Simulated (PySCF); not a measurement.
SMILES c1(O)cccc(c1)B (C₆H₇BO), GFN2-xTB optimised geometry. Atoms within 1.6 Å of the plane z = 0.0 Å (x, y, z in Å): B1 (-1.73, -1.84, 0.00), C2 (-0.93, -0.51, 0.00), C3 (-1.57, 0.73, 0.00), C4 (-0.85, 1.91, 0.00), C5 (0.54, 1.89, 0.00), C6 (1.20, 0.66, 0.00), O7 (2.56, 0.68, 0.00), C8 (0.47, -0.51, 0.00), H9 (-2.90, -1.81, 0.00), H10 (-1.17, -2.86, 0.00), H11 (-2.65, 0.77, 0.00), H12 (-1.36, 2.86, 0.00), H13 (1.12, 2.80, 0.00), H14 (2.90, -0.23, 0.00), H15 (1.00, -1.46, 0.00).

Calculation: B3LYP/def2-TZVP run with PySCF 2.14.0. Cells within 0.4 Å of a nucleus heavier than hydrogen are left out (blank, or x).

Map of the Laplacian of the electron density (e/bohr⁵), clipped to [-1.50, 1.50] on the plane z = 0.0 Å:

```
|5555555555555555555555555|
|5555555555555555555555555|
|5555555555555555555555555|
|5555555555555555555555555|
|5555555555555555555555555|
|5555555540555540555555555|
|5555555551355513555555555|
|5555555555x22xx5555555555|
|5555555552x33xx5555555555|
|5555555541466513676655555|
|55555400xx55568x33xx65555|
|55555544x255553x44x265555|
|5555555551455414665055555|
|555555555xx11xx5555255555|
|5555555551x44x25555555555|
|5555555543555504555555555|
|5555503xx5555535555555555|
|55555339x4555555555555555|
|5555555532555555555555555|
|5555555550455555555555555|
|5555555555555555555555555|
|5555555555555555555555555|
|5555555555555555555555555|
|5555555555555555555555555|
|5555555555555555555555555|
```
Scale: ten equal steps from -1.50 (start of '0') to 1.43 (end of '9'), in the order '0123456789'; x runs from -5.00 to 5.00, y from -5.00 (bottom) to 5.00 (top).
